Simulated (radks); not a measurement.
Values are calculated unless marked as measured or tabulated.
Species: W3+. Configuration: [Xe] 4f14 5d3. Level of theory: Dirac Kohn-Sham, SOGGA, spin-unpolarised, spherical densities, finite nucleus; open shells are shared between the two j in proportion to 2j + 1; Fermi nuclear charge, rms radius 5.3658 fm (a radial shooting solver on a logarithmic mesh with Libxc functionals).

Unscreened Slater integrals over Kohn-Sham orbitals (hartree). Large and small components are both included. Empty in this configuration: 6s1/2.

| integral | value |
|---|---|
| F0(5d5/2,5d5/2) | 0.51013 |
| F2(5d5/2,5d5/2) | 0.26670 |
| F4(5d5/2,5d5/2) | 0.17642 |
| F0(5d5/2,5d3/2) | 0.51670 |
| F2(5d5/2,5d3/2) | 0.26991 |
| G2(5d5/2,5d3/2) | 0.26967 |
| G4(5d5/2,5d3/2) | 0.17841 |
| F0(5d5/2,4f7/2) | 0.65661 |
| F2(5d5/2,4f7/2) | 0.15263 |
| F4(5d5/2,4f7/2) | 0.071803 |
| G1(5d5/2,4f7/2) | 0.058934 |
| G3(5d5/2,4f7/2) | 0.051326 |
| G5(5d5/2,4f7/2) | 0.039979 |
| F0(5d5/2,4f5/2) | 0.65761 |
| F2(5d5/2,4f5/2) | 0.15034 |
| F4(5d5/2,4f5/2) | 0.070240 |
| G1(5d5/2,4f5/2) | 0.056459 |
| G3(5d5/2,4f5/2) | 0.049635 |
| G5(5d5/2,4f5/2) | 0.038764 |
| F0(5d5/2,6s1/2) | 0.39467 |
| G2(5d5/2,6s1/2) | 0.11120 |
| F0(5d3/2,5d3/2) | 0.52359 |
| F2(5d3/2,5d3/2) | 0.27358 |
| F0(5d3/2,4f7/2) | 0.67247 |
| F2(5d3/2,4f7/2) | 0.16079 |
| G3(5d3/2,4f7/2) | 0.055281 |
| G5(5d3/2,4f7/2) | 0.042921 |
| F0(5d3/2,4f5/2) | 0.67352 |
| F2(5d3/2,4f5/2) | 0.15841 |
| G1(5d3/2,4f5/2) | 0.061674 |
| G3(5d3/2,4f5/2) | 0.053592 |
| F0(5d3/2,6s1/2) | 0.39714 |
| G2(5d3/2,6s1/2) | 0.10526 |
| F0(4f7/2,4f7/2) | 1.5105 |
| F2(4f7/2,4f7/2) | 0.72861 |
| F4(4f7/2,4f7/2) | 0.45933 |
| F6(4f7/2,4f7/2) | 0.33109 |
| F0(4f7/2,4f5/2) | 1.5219 |
| F2(4f7/2,4f5/2) | 0.73430 |
| F4(4f7/2,4f5/2) | 0.46297 |
| G2(4f7/2,4f5/2) | 0.73147 |
| G4(4f7/2,4f5/2) | 0.46127 |
| G6(4f7/2,4f5/2) | 0.33252 |
| F0(4f7/2,6s1/2) | 0.45100 |
| G3(4f7/2,6s1/2) | 0.016555 |
| F0(4f5/2,4f5/2) | 1.5335 |
| F2(4f5/2,4f5/2) | 0.74024 |
| F4(4f5/2,4f5/2) | 0.46679 |
| F0(4f5/2,6s1/2) | 0.45144 |
| G3(4f5/2,6s1/2) | 0.016254 |
| F0(6s1/2,6s1/2) | 0.34503 |
